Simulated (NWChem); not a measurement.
System meant: CH3F2HfN; SMILES C[N]=[Hf]([F])[F]

NWChem input:

```
start job
memory heap 200 mb stack 900 mb global 1100 mb
geometry units angstroms noautoz
  Hf    -0.109488    -0.280033     0.454211
  N     -0.076877     1.536883     0.343997
  C      0.009316     2.915209     0.016627
  H      1.020623     3.207896    -0.323944
  H     -0.702477     3.207134    -0.778664
  H     -0.222711     3.548546     0.893924
  F     -1.497128    -0.989503    -0.695042
  F      1.652872    -0.998227     0.096587
end
basis spherical
  Hf library def2-svp
  N library def2-svp
  C library def2-svp
  H library def2-svp
  F library def2-svp
end
dft
  xc b3lyp
  iterations 150
  mulliken
end
task dft energy
```

End of the output:

```
          Convergence Information
          -----------------------
          Convergence aids based upon iterative change in
          total energy or number of iterations.
          Levelshifting, if invoked, occurs when the
          HOMO/LUMO gap drops below (HL_TOL):  1.00D-02
          DIIS, if invoked, will attempt to extrapolate
          using up to (NFOCK): 10 stored Fock matrices.

                    Damping( 0%)  Levelshifting(0.5)       DIIS
                  --------------- ------------------- ---------------
          dE  on:    start            ASAP                start
          dE off:    2 iters        150 iters           150 iters

      Screening Tolerance Information
      -------------------------------
          Density screening/tol_rho:  1.00D-10
          AO Gaussian exp screening on grid/accAOfunc:  14
          CD Gaussian exp screening on grid/accCDfunc:  20
          XC Gaussian exp screening on grid/accXCfunc:  20
          Schwarz screening/accCoul:  1.00D-08

      Superposition of Atomic Density Guess
      -------------------------------------

      charge =      72.0 Hf (Hafnium)

      symmetry species            s     p     d     f
      number of basis functions = 7     6     5     1
      number of cont. functions = 6     3     2     1
      number of closed shells   = 6     4     2     1
      number of open shells     = 0     0     1     0
      open shell occupation     = 0     0     2     0
 ------------------------------------------------------------------------
 atomscf:atomd: error in atom scf                   0
 ------------------------------------------------------------------------
 ------------------------------------------------------------------------
  current input line :
    25: task dft energy
 ------------------------------------------------------------------------
 ------------------------------------------------------------------------
 This error has not yet been assigned to a category
 ------------------------------------------------------------------------
 For more information see the NWChem manual at https://nwchemgit.github.io

0:atomscf:atomd: error in atom scf:Received an Error in Communication
```

Question: What is wrong, and how is it mended?

Answer: The run crashed. Cause: the def2 basis of a heavy element holds valence functions alone and wants its effective core potential (without it all electrons must fit into that basis). This input runs:
```
start job
memory heap 200 mb stack 900 mb global 1100 mb
geometry units angstroms noautoz
  Hf    -0.109488    -0.280033     0.454211
  N     -0.076877     1.536883     0.343997
  C      0.009316     2.915209     0.016627
  H      1.020623     3.207896    -0.323944
  H     -0.702477     3.207134    -0.778664
  H     -0.222711     3.548546     0.893924
  F     -1.497128    -0.989503    -0.695042
  F      1.652872    -0.998227     0.096587
end
basis spherical
  * library def2-svp
end
ecp
  Hf library def2-ecp
end
dft
  xc b3lyp
  iterations 150
  mulliken
end
task dft energy
```
It converges to -342.29246 Ha (B3LYP/def2-SVP with def2 effective core potentials on Hf).
